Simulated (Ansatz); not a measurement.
# Molecular dynamics of H5HfNO2S

input.yaml

```yaml
crystal:
  periodic: [false, false, false]
  atoms:
    - { symbol: Hf, position_ang: [-0.390551, -0.308837, -0.342992] }
    - { symbol: "N", position_ang: [1.042868, 0.770488, 0.889025] }
    - { symbol: S, position_ang: [1.342364, -1.92356, -0.269374] }
    - { symbol: H, position_ang: [1.550395, -0.477023, 0.534842] }
    - { symbol: O, position_ang: [-0.689785, 0.582356, -2.03711] }
    - { symbol: O, position_ang: [-2.011776, -0.715084, 0.637163] }
    - { symbol: H, position_ang: [1.641338, 1.504119, 0.546062] }
    - { symbol: H, position_ang: [0.976991, 0.851907, 1.890535] }
    - { symbol: H, position_ang: [-0.735589, 0.83696, -2.940095] }
    - { symbol: H, position_ang: [-2.726253, -1.121329, 1.091944] }
basis:
  gaussian: { orbitals: def2-SVP }
hamiltonian:
  xc: hf
md:
  timestep: 0.5
  n_steps: 200
  ensemble: nve
  temperature: 100.0
  initial_velocities: maxwell_boltzmann
  seed: 7161
```

Launched with:

```bash
$ ansatz run input.yaml --threads 2 --pin off --max-ram 3072MiB --backend cpu --events-out ev --progress --plain --runs-dir out
```

It starts at the highest image of a converged band, a first-order saddle point between two minima.

Output, in part (one step line in 3, the closing report, with atoms numbered from 0):

```
md step     0: t =     0.00 fs  T =   100.0 K  F+E_penalty+E_count = -17741.17416598 eV  E_kin = 0.103408 eV  conserved = -17741.07075798 eV  (37 SCF iters)
md step     3: t =     1.50 fs  T =    79.1 K  F+E_penalty+E_count = -17741.15162095 eV  E_kin = 0.081781 eV  conserved = -17741.06984044 eV  (41 SCF iters)
md step     6: t =     3.00 fs  T =    94.7 K  F+E_penalty+E_count = -17741.16795985 eV  E_kin = 0.097927 eV  conserved = -17741.07003258 eV  (41 SCF iters)
md step     9: t =     4.50 fs  T =   135.1 K  F+E_penalty+E_count = -17741.21005254 eV  E_kin = 0.139684 eV  conserved = -17741.07036896 eV  (40 SCF iters)
md step    12: t =     6.00 fs  T =   184.0 K  F+E_penalty+E_count = -17741.25960427 eV  E_kin = 0.190313 eV  conserved = -17741.06929078 eV  (40 SCF iters)
md step    15: t =     7.50 fs  T =   334.3 K  F+E_penalty+E_count = -17741.41642649 eV  E_kin = 0.345713 eV  conserved = -17741.07071311 eV  (38 SCF iters)
md step    18: t =     9.00 fs  T =   450.7 K  F+E_penalty+E_count = -17741.53833325 eV  E_kin = 0.466009 eV  conserved = -17741.07232458 eV  (39 SCF iters)
md step    21: t =    10.50 fs  T =   410.1 K  F+E_penalty+E_count = -17741.49423083 eV  E_kin = 0.424050 eV  conserved = -17741.07018125 eV  (38 SCF iters)
md step    24: t =    12.00 fs  T =   493.0 K  F+E_penalty+E_count = -17741.57922784 eV  E_kin = 0.509826 eV  conserved = -17741.06940233 eV  (38 SCF iters)
md step    27: t =    13.50 fs  T =   748.2 K  F+E_penalty+E_count = -17741.84688886 eV  E_kin = 0.773659 eV  conserved = -17741.07322992 eV  (40 SCF iters)
md step    30: t =    15.00 fs  T =   786.3 K  F+E_penalty+E_count = -17741.88509170 eV  E_kin = 0.813100 eV  conserved = -17741.07199161 eV  (40 SCF iters)
md step    33: t =    16.50 fs  T =   696.4 K  F+E_penalty+E_count = -17741.78984768 eV  E_kin = 0.720123 eV  conserved = -17741.06972500 eV  (40 SCF iters)
md step    36: t =    18.00 fs  T =   747.1 K  F+E_penalty+E_count = -17741.84203927 eV  E_kin = 0.772589 eV  conserved = -17741.06944979 eV  (40 SCF iters)
md step    39: t =    19.50 fs  T =   977.0 K  F+E_penalty+E_count = -17742.08168279 eV  E_kin = 1.010288 eV  conserved = -17741.07139481 eV  (40 SCF iters)
md step    42: t =    21.00 fs  T =  1147.7 K  F+E_penalty+E_count = -17742.26005102 eV  E_kin = 1.186810 eV  conserved = -17741.07324083 eV  (40 SCF iters)
md step    45: t =    22.50 fs  T =  1072.3 K  F+E_penalty+E_count = -17742.17960424 eV  E_kin = 1.108876 eV  conserved = -17741.07072841 eV  (39 SCF iters)
md step    48: t =    24.00 fs  T =  1037.1 K  F+E_penalty+E_count = -17742.14181684 eV  E_kin = 1.072439 eV  conserved = -17741.06937786 eV  (41 SCF iters)
md step    51: t =    25.50 fs  T =  1158.3 K  F+E_penalty+E_count = -17742.27056675 eV  E_kin = 1.197738 eV  conserved = -17741.07282883 eV  (38 SCF iters)
md step    54: t =    27.00 fs  T =  1089.4 K  F+E_penalty+E_count = -17742.19824288 eV  E_kin = 1.126492 eV  conserved = -17741.07175081 eV  (39 SCF iters)
md step    57: t =    28.50 fs  T =   911.9 K  F+E_penalty+E_count = -17742.01221651 eV  E_kin = 0.942956 eV  conserved = -17741.06926025 eV  (41 SCF iters)
md step    60: t =    30.00 fs  T =   908.2 K  F+E_penalty+E_count = -17742.00881992 eV  E_kin = 0.939112 eV  conserved = -17741.06970768 eV  (41 SCF iters)
md step    63: t =    31.50 fs  T =  1039.6 K  F+E_penalty+E_count = -17742.14675504 eV  E_kin = 1.075011 eV  conserved = -17741.07174403 eV  (39 SCF iters)
md step    66: t =    33.00 fs  T =  1054.7 K  F+E_penalty+E_count = -17742.16357283 eV  E_kin = 1.090595 eV  conserved = -17741.07297765 eV  (38 SCF iters)
md step    69: t =    34.50 fs  T =   883.4 K  F+E_penalty+E_count = -17741.98302705 eV  E_kin = 0.913525 eV  conserved = -17741.06950186 eV  (39 SCF iters)
md step    72: t =    36.00 fs  T =   909.2 K  F+E_penalty+E_count = -17742.01043041 eV  E_kin = 0.940217 eV  conserved = -17741.07021379 eV  (40 SCF iters)
md step    75: t =    37.50 fs  T =  1075.0 K  F+E_penalty+E_count = -17742.18469530 eV  E_kin = 1.111655 eV  conserved = -17741.07303995 eV  (38 SCF iters)
md step    78: t =    39.00 fs  T =  1027.9 K  F+E_penalty+E_count = -17742.13427556 eV  E_kin = 1.062881 eV  conserved = -17741.07139463 eV  (38 SCF iters)
md step    81: t =    40.50 fs  T =   909.5 K  F+E_penalty+E_count = -17742.00967499 eV  E_kin = 0.940508 eV  conserved = -17741.06916697 eV  (40 SCF iters)
md step    84: t =    42.00 fs  T =   977.1 K  F+E_penalty+E_count = -17742.08011061 eV  E_kin = 1.010385 eV  conserved = -17741.06972580 eV  (41 SCF iters)
md step    87: t =    43.50 fs  T =  1170.4 K  F+E_penalty+E_count = -17742.28215174 eV  E_kin = 1.210296 eV  conserved = -17741.07185601 eV  (38 SCF iters)
md step    90: t =    45.00 fs  T =  1236.6 K  F+E_penalty+E_count = -17742.35154376 eV  E_kin = 1.278738 eV  conserved = -17741.07280549 eV  (38 SCF iters)
md step    93: t =    46.50 fs  T =  1123.6 K  F+E_penalty+E_count = -17742.23115466 eV  E_kin = 1.161907 eV  conserved = -17741.06924719 eV  (38 SCF iters)
md step    96: t =    48.00 fs  T =  1184.5 K  F+E_penalty+E_count = -17742.29571700 eV  E_kin = 1.224917 eV  conserved = -17741.07079979 eV  (39 SCF iters)
md step    99: t =    49.50 fs  T =  1284.3 K  F+E_penalty+E_count = -17742.40118893 eV  E_kin = 1.328046 eV  conserved = -17741.07314283 eV  (39 SCF iters)
md step   102: t =    51.00 fs  T =  1138.2 K  F+E_penalty+E_count = -17742.24804785 eV  E_kin = 1.177021 eV  conserved = -17741.07102703 eV  (38 SCF iters)
md step   105: t =    52.50 fs  T =   959.8 K  F+E_penalty+E_count = -17742.06181438 eV  E_kin = 0.992464 eV  conserved = -17741.06935060 eV  (41 SCF iters)
md step   108: t =    54.00 fs  T =   944.5 K  F+E_penalty+E_count = -17742.04696096 eV  E_kin = 0.976740 eV  conserved = -17741.07022122 eV  (39 SCF iters)
md step   111: t =    55.50 fs  T =  1013.2 K  F+E_penalty+E_count = -17742.11891789 eV  E_kin = 1.047704 eV  conserved = -17741.07121351 eV  (39 SCF iters)
md step   114: t =    57.00 fs  T =  1008.4 K  F+E_penalty+E_count = -17742.11598552 eV  E_kin = 1.042812 eV  conserved = -17741.07317345 eV  (38 SCF iters)
md step   117: t =    58.50 fs  T =   782.9 K  F+E_penalty+E_count = -17741.87944425 eV  E_kin = 0.809565 eV  conserved = -17741.06987927 eV  (38 SCF iters)
md step   120: t =    60.00 fs  T =   706.9 K  F+E_penalty+E_count = -17741.80022686 eV  E_kin = 0.730976 eV  conserved = -17741.06925097 eV  (39 SCF iters)
md step   123: t =    61.50 fs  T =   833.9 K  F+E_penalty+E_count = -17741.93559021 eV  E_kin = 0.862347 eV  conserved = -17741.07324370 eV  (38 SCF iters)
md step   126: t =    63.00 fs  T =   739.9 K  F+E_penalty+E_count = -17741.83618095 eV  E_kin = 0.765136 eV  conserved = -17741.07104543 eV  (39 SCF iters)
md step   129: t =    64.50 fs  T =   591.9 K  F+E_penalty+E_count = -17741.68143990 eV  E_kin = 0.612109 eV  conserved = -17741.06933114 eV  (41 SCF iters)
md step   132: t =    66.00 fs  T =   597.3 K  F+E_penalty+E_count = -17741.68766735 eV  E_kin = 0.617678 eV  conserved = -17741.06998980 eV  (41 SCF iters)
md step   135: t =    67.50 fs  T =   709.2 K  F+E_penalty+E_count = -17741.80367771 eV  E_kin = 0.733393 eV  conserved = -17741.07028493 eV  (41 SCF iters)
md step   138: t =    69.00 fs  T =   845.3 K  F+E_penalty+E_count = -17741.94670134 eV  E_kin = 0.874076 eV  conserved = -17741.07262553 eV  (38 SCF iters)
md step   141: t =    70.50 fs  T =   794.4 K  F+E_penalty+E_count = -17741.89239592 eV  E_kin = 0.821455 eV  conserved = -17741.07094114 eV  (38 SCF iters)
md step   144: t =    72.00 fs  T =   782.3 K  F+E_penalty+E_count = -17741.87737184 eV  E_kin = 0.808913 eV  conserved = -17741.06845859 eV  (37 SCF iters)
md step   147: t =    73.50 fs  T =  1020.2 K  F+E_penalty+E_count = -17742.12806452 eV  E_kin = 1.054932 eV  conserved = -17741.07313283 eV  (38 SCF iters)
md step   150: t =    75.00 fs  T =  1061.1 K  F+E_penalty+E_count = -17742.16925243 eV  E_kin = 1.097296 eV  conserved = -17741.07195609 eV  (39 SCF iters)
md step   153: t =    76.50 fs  T =   954.3 K  F+E_penalty+E_count = -17742.05697772 eV  E_kin = 0.986819 eV  conserved = -17741.07015897 eV  (40 SCF iters)
md step   156: t =    78.00 fs  T =   924.6 K  F+E_penalty+E_count = -17742.02578052 eV  E_kin = 0.956060 eV  conserved = -17741.06972099 eV  (40 SCF iters)
md step   159: t =    79.50 fs  T =  1039.4 K  F+E_penalty+E_count = -17742.14493909 eV  E_kin = 1.074792 eV  conserved = -17741.07014704 eV  (39 SCF iters)
md step   162: t =    81.00 fs  T =  1218.9 K  F+E_penalty+E_count = -17742.33313305 eV  E_kin = 1.260417 eV  conserved = -17741.07271598 eV  (38 SCF iters)
md step   165: t =    82.50 fs  T =  1182.5 K  F+E_penalty+E_count = -17742.29502227 eV  E_kin = 1.222779 eV  conserved = -17741.07224371 eV  (38 SCF iters)
md step   168: t =    84.00 fs  T =  1035.1 K  F+E_penalty+E_count = -17742.13883397 eV  E_kin = 1.070400 eV  conserved = -17741.06843351 eV  (39 SCF iters)
md step   171: t =    85.50 fs  T =  1106.0 K  F+E_penalty+E_count = -17742.21615257 eV  E_kin = 1.143719 eV  conserved = -17741.07243355 eV  (38 SCF iters)
md step   174: t =    87.00 fs  T =  1053.5 K  F+E_penalty+E_count = -17742.16147585 eV  E_kin = 1.089449 eV  conserved = -17741.07202642 eV  (39 SCF iters)
md step   177: t =    88.50 fs  T =   852.1 K  F+E_penalty+E_count = -17741.95149247 eV  E_kin = 0.881108 eV  conserved = -17741.07038407 eV  (39 SCF iters)
md step   180: t =    90.00 fs  T =   704.0 K  F+E_penalty+E_count = -17741.79737667 eV  E_kin = 0.727956 eV  conserved = -17741.06942094 eV  (38 SCF iters)
md step   183: t =    91.50 fs  T =   737.2 K  F+E_penalty+E_count = -17741.83226549 eV  E_kin = 0.762299 eV  conserved = -17741.06996639 eV  (40 SCF iters)
md step   186: t =    93.00 fs  T =   850.7 K  F+E_penalty+E_count = -17741.95293392 eV  E_kin = 0.879685 eV  conserved = -17741.07324859 eV  (38 SCF iters)
md step   189: t =    94.50 fs  T =   710.3 K  F+E_penalty+E_count = -17741.80632480 eV  E_kin = 0.734528 eV  conserved = -17741.07179668 eV  (38 SCF iters)
md step   192: t =    96.00 fs  T =   545.1 K  F+E_penalty+E_count = -17741.63162652 eV  E_kin = 0.563663 eV  conserved = -17741.06796328 eV  (39 SCF iters)
md step   195: t =    97.50 fs  T =   688.6 K  F+E_penalty+E_count = -17741.78527469 eV  E_kin = 0.712094 eV  conserved = -17741.07318059 eV  (37 SCF iters)
md step   198: t =    99.00 fs  T =   670.4 K  F+E_penalty+E_count = -17741.76505674 eV  E_kin = 0.693239 eV  conserved = -17741.07181808 eV  (37 SCF iters)
md step   200: t =   100.00 fs  T =   566.2 K  F+E_penalty+E_count = -17741.65604079 eV  E_kin = 0.585473 eV  conserved = -17741.07056753 eV  (38 SCF iters)
Total energy: -17741.65604079 eV, -651.9938337725 hartree
Atom 0 at    -0.237269    -0.254246    -0.246431 Å, force    -2.464852     0.388071    -0.856120 eV/Å
Atom 1 at    -0.203120     1.522270     0.680056 Å, force     1.020269     0.247942     0.309344 eV/Å
Atom 2 at     1.020872    -2.277027    -0.613574 Å, force     2.512766    -2.723192     0.602407 eV/Å
Atom 3 at     1.917438    -3.175576     0.041253 Å, force    -1.496853     1.779686    -0.792860 eV/Å
Atom 4 at    -0.625024     0.310668    -2.068230 Å, force     0.289580    -0.306218     0.168290 eV/Å
Atom 5 at    -1.884196    -0.879883     0.565274 Å, force     0.825981     0.351045    -0.114016 eV/Å
Atom 6 at     0.215836     2.334300     0.286549 Å, force     0.173146     0.559033    -0.184097 eV/Å
Atom 7 at    -0.590502     1.757929     1.560421 Å, force    -0.323700     0.160630     0.660479 eV/Å
Atom 8 at    -0.905032     0.222821    -2.962945 Å, force     0.055375     0.044599     0.130009 eV/Å
Atom 9 at    -2.585970    -1.487661     0.586268 Å, force    -0.591712    -0.501595     0.076564 eV/Å
Dipole moment:     0.071690     0.134533     0.176885 e Å
```

All steps were run. The conserved energy stayed within 0.29 meV per atom of its start (net change 0.019 meV per atom), so the integration is sound. The system heated up, since it started high on the potential surface and ran downhill. A run of 0.1 ps of so small a system gives no equilibrium averages. The orbitals stay closed-shell, which can raise the energy where a bond breaks towards radicals; this wasn't checked here.

The step under study would form N2–H4 and break Hf1–N2, S3–H4. These pairs go: N2–H4 1.39 → 5.19 Å, Hf1–N2 2.18 → 2.00 Å, S3–H4 1.67 → 1.43 Å. In the last frame they stand as before the step (other bonds may differ from the relaxed reactants and products). Also parted: Hf1–H4 2.14 → 3.64 Å. It ends as one piece, H5HfNO2S. Pairs count as bonded within 1.25 times the sum of covalent radii (0.12 Å more for H–H).

Last frame:

```xyz
10
Properties=species:S:1:pos:R:3
Hf -0.237 -0.254 -0.246
N -0.203 1.522 0.680
S 1.021 -2.277 -0.614
H 1.917 -3.176 0.041
O -0.625 0.311 -2.068
O -1.884 -0.880 0.565
H 0.216 2.334 0.286
H -0.591 1.758 1.560
H -0.905 0.223 -2.963
H -2.586 -1.488 0.586
```

The run took 4.8 min on 2 threads of Arm Neoverse V2, on a shared host, peak memory 0.25 GiB.
